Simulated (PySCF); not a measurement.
Cl3Ge, SMILES [Cl][Ge]([Cl])[Cl], multiplicity 2. Atoms are numbered in the order given.

```xyz
4

Cl     1.7733    -1.0238    -0.2951
Ge     0.0000     0.0000     0.4703
Cl    -1.7733    -1.0238    -0.2951
Cl     0.0000     2.0476    -0.2951
```
Charge 0, spin multiplicity 2.

Geometry optimised at B3LYP-D3(BJ)/def2-SVP. The isomer is the one that the SMILES or the coordinates give; other isomers of the formula were not compared.

These are B3LYP-D3(BJ)/def2-SVP (PySCF) values and carry that method's errors.

Frequencies are harmonic and unscaled.

Modes within 1.5 cm⁻¹ of each other (mostly degenerate sets) share a row, with their intensities summed.

Question: List the normal modes with their intensities. (Estimate from the structure and the level; the computed values follow.)

Answer: 
| mode | ν (cm⁻¹) | IR (km/mol) | moving atoms (share of kinetic energy) |
|---|---|---|---|
| 1–2 | 126 | 3.4 | Cl 87 %, Ge 13 % |
| 3 | 156 | 4.6 | Cl 59 %, Ge 41 % |
| 4 | 365 | 10.1 | Cl 82 %, Ge 18 % |
| 5–6 | 408 | 155.1 | Cl 59 %, Ge 41 % |
